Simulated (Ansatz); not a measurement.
Basis-set series for `CO[CH2][AlH2]`. Total charge 0; spin multiplicity 1. All single points use the PBE0-D4/def2-TZVP geometry. It is one conformer, not always the lowest.

```tsv
functional	basis	functions	energy (Eh)	HOMO (eV)	LUMO (eV)
PBE0-D4	def2-SVP	95	-397.54177	-7.25	-1.31
PBE0-D4	def2-TZVPP	233	-397.80558	-7.44	-1.35
ωB97M-V	def2-SVP	95	-397.73296	-9.65	0.35
ωB97M-V	def2-TZVPP	233	-398.00454	-9.84	0.22
```

Task: Give the rows for def2-QZVPP. (Best estimate.)

Result: Ansatz gave: 
```
functional       basis  functions  energy (Eh)  HOMO (eV)  LUMO (eV)
   PBE0-D4  def2-QZVPP        451   -397.82231      -7.47      -1.38
   ωB97M-V  def2-QZVPP        451   -398.02089      -9.88       0.04
```

Positive LUMOs are unbound and depend on the basis.
